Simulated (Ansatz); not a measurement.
Reaction (substitution at a C–Sn bond): `[CH3][SnH2][CH2]Cl` + `C[SiH](N)O` → `CO[SiH](C)N` + `Cl[CH2][SnH3]`

Isolated molecules relaxed with PBE0-D4/def2-TZVP in Ansatz; ΔE leaves out vibrations. CBS: MP2 limit from def2 TZ/QZ plus the TZ coupled-cluster correction, frozen cores. Elements past krypton have def2 core potentials. For Sn outer-core shells are correlated without core-valence functions, which leaves a few kJ/mol of doubt a bond. One conformer a species, not always the lowest.

```tsv
species	CCSD(T)/CBS(def2) energy (Eh)
`[CH3][SnH2][CH2]Cl`	-754.10676
`C[SiH](N)O`	-461.32134
`CO[SiH](C)N`	-500.56049
`Cl[CH2][SnH3]`	-714.83276
```

Question: Work out ΔE.

Answer: ΔE = (-500.56049) + (-714.83276) − (-754.10676) − (-461.32134) = 0.03485 Eh = +91.5 kJ/mol.

Largest T1 diagnostic among the species: 0.012.

In def2-TZVPP, CCSD(T) changes the Hartree–Fock value by +16.5 kJ/mol (the triples alone add +1.7 kJ/mol) and MP2 by +26.1 kJ/mol.
